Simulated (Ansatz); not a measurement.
Program: Ansatz 0.2.0.

A structure relaxed at PBE0-D4/def2-TZVP, charge 0, multiplicity 2:

| atom | x (Å) | y (Å) | z (Å) |
| --- | --- | --- | --- |
| C1 | 0.1616 | 0.4207 | 0.9367 |
| Si2 | 0.0140 | -0.2761 | -0.7867 |
| Se3 | -1.8241 | -1.5747 | -1.0937 |
| H4 | 1.0463 | 1.0593 | 1.0122 |
| H5 | 0.2554 | -0.3822 | 1.6710 |
| H6 | -0.7197 | 1.0135 | 1.1887 |
| H7 | 1.2235 | -1.0693 | -1.1342 |
| H8 | -0.1570 | 0.8089 | -1.7939 |

(1) Give its formula and SMILES.

(2) Point group (tolerance 0.08 Å, 0.16 Å for H)?

(3) Summarise the bond lengths by kind.

Answers

(1) CH5SeSi, `C[SiH2][Se]`.

(2) Cs.

(3) 1 × C–Si 1.865 Å; 3 × C–H 1.092 to 1.094 Å; 1 × Se–Si 2.271 Å; 2 × H–Si 1.488 to 1.490 Å.
